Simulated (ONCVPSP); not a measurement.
An all-electron radial function and its pseudo partner (nitrogen (N))

Columns: radius, all-electron u(r) and pseudo u(r) of the 2p shell (level -37.43 eV) of nitrogen in the configuration [He] 2s2 2p1; revPBE, scalar-relativistic, ONCV scheme, ONCVPSP 4.0.1.

```tsv
r (bohr)	all-electron	pseudo
0.103	0.0961	0.0317
0.205	0.2769	0.1210
0.308	0.4631	0.2566
0.410	0.6199	0.4171
0.513	0.7413	0.5844
0.615	0.8267	0.7351
0.718	0.8797	0.8563
0.820	0.9028	0.9359
0.923	0.9018	0.9730
1.025	0.8819	0.9701
1.128	0.8477	0.9351
1.230	0.8041	0.8785
1.332	0.7541	0.8099
1.435	0.7002	0.7367
1.538	0.6449	0.6655
1.640	0.5906	0.6002
1.743	0.5374	0.5407
1.845	0.4871	0.4878
1.948	0.4394	0.4395
2.050	0.3955	0.3955
2.153	0.3545	0.3545
2.255	0.3173	0.3172
2.358	0.2829	0.2829
2.460	0.2520	0.2520
2.562	0.2240	0.2240
2.665	0.1985	0.1985
```

Q: How many radial nodes do the two functions have?

A: The all-electron 2p function has n − l − 1 = 0; the pseudo-wave has 0.

Q: At about which radius was the pseudo-wave matched?

A: 2.05 bohr, where the columns begin to agree (steps of 0.10 bohr).

Q: Where does each function peak?

A: Outermost all-electron maximum near 0.82 bohr, pseudo maximum near 0.92 bohr (to the table’s step).

Q: Is the pseudo-wave norm-conserving?

A: Yes: the ONCV scheme keeps the norm inside the radius equal to the all-electron one, which fixes the energy derivative of the logarithmic derivative at the level.
